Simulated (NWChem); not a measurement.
System: Si2H5O2Cl; SMILES O[SiH2]O[SiH2]Cl

```xyz
10

O      1.2765    -1.4813    -0.5968
Si    -0.1890    -1.8666     0.0665
O     -1.1820    -0.5211     0.0935
Si    -1.0376     1.1124     0.0194
Cl     0.8038     1.6532     0.8336
H      1.7818    -0.7926    -0.1500
H     -0.0657    -2.3422     1.4724
H     -0.8018    -2.8872    -0.8146
H     -1.0504     1.5979    -1.3833
H     -2.0962     1.7457     0.8417
```
Atoms are numbered in this order, from 1.

Structure relaxed at the PBE0/def2-SVP level.

Q: Give the principal values of the shielding tensors (ppm) of O1, Si2, O3, Si4, Cl5 from PBE/pcSseg-1, GIAO (NWChem), with their diamagnetic and paramagnetic parts as GIAO splits them.

A: 
| atom | σ11 | σ22 | σ33 | isotropic | diamagnetic | paramagnetic |
|---|---|---|---|---|---|---|
| O1 | 197.2 | 251.8 | 313.8 | 254.3 | 389.2 | -134.9 |
| Si2 | 343.5 | 358.0 | 381.9 | 361.2 | 880.5 | -519.3 |
| O3 | 169.7 | 199.0 | 308.6 | 225.8 | 396.8 | -171.1 |
| Si4 | 331.8 | 342.0 | 381.0 | 351.6 | 880.2 | -528.5 |
| Cl5 | 664.0 | 915.7 | 1000.3 | 860.0 | 1148.8 | -288.8 |
